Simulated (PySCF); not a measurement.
Start geometry of `[SiH3][SiH2][SiH2]BCl` from a GFN2-xTB structure with every atom displaced at random (by about 0.01 Å) (Å):
```
atom  x, y, z in Å
Si1   -2.2145    0.6322    0.0710
Si2   -0.6354   -0.9660    0.4814
Si3    1.3397   -0.6924   -0.7273
B4     2.4874    0.6721    0.1574
Cl5    1.9951    2.3023    0.0322
H6    -3.4182    0.1386   -0.6290
H7    -2.7215    1.2963    1.2883
H8    -1.6812    1.7350   -0.7814
H9    -1.1719   -2.3045    0.2770
H10   -0.3144   -0.9808    1.9340
H11    2.0322   -1.9857   -0.8876
H12    0.9662   -0.3211   -2.0816
H13    3.3422    0.4572    0.8552
```

Problem. What comes out of this run: PBE0-D3(BJ)/def2-SVP geometry optimisation, gas phase in PySCF?

Solution. 
```
atom  x, y, z in Å
Si1   -2.098    0.706    0.043
Si2   -0.614   -1.057    0.530
Si3    1.320   -0.756   -0.785
B4     2.290    0.709    0.190
Cl5    1.662    2.341    0.123
H6    -3.283    0.174   -0.698
H7    -2.572    1.366    1.298
H8    -1.423    1.728   -0.812
H9    -1.262   -2.378    0.251
H10   -0.233   -1.022    1.978
H11    2.108   -2.023   -0.887
H12    0.872   -0.331   -2.149
H13    3.241    0.534    0.912
```

The energy falls by 6.9 kcal/mol over 7 energy and gradient evaluations, the largest force component goes from 0.0372 to 3.4e-04 Eh/bohr, and the atoms move by 0.171 Å rms after alignment. The bond that changes most is B4–H13 (three-coordinate boron to B–H hydrogen), which lengthens by 0.083 Å. Bonds longer at the end by more than 0.005 Å: 11 of 12; shorter: 0. Among the angles that change most is Si2–Si3–B4, from 109.8° to 102.6°. Among the dihedrals that turn most is H9–Si2–Si3–H11, from -29° to -40°. Rotational constants go from 2292, 1006, 761.5 to 2040, 1154, 818.5 MHz. The orientation of the end geometry is arbitrary; only internal coordinates are fixed.

The run used 126 basis functions and 42 SCF cycles in all.

No PBE0-D3(BJ)/def2-SVP frequencies stand behind this structure, so it isn't proved a minimum. The numbers are those of one conformer.
